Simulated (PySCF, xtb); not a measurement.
C7H2F4N2O2, SMILES Fc1ccc(-c2nnc(C(F)(F)F)o2)o1.

GFN2-xTB (xtb 6.7.1) at its own geometry gives an orbital gap of 3.17 eV and a dipole moment of 4.53 D.

Geometry optimised at B3LYP-D3(BJ)/def2-SVP. The structure was generated by enumeration, and PubChem lists no compound with its InChIKey, so it may never have been made. One conformer was computed; it need not be the lowest.

### Question
What does PBE/def2-SVP (PySCF) give? (An estimate is asked for; the answer gives what the named calculation found.)

### Answer
gap 3.33 eV (levels -6.01 and -2.68 eV), dipole 3.77 D.
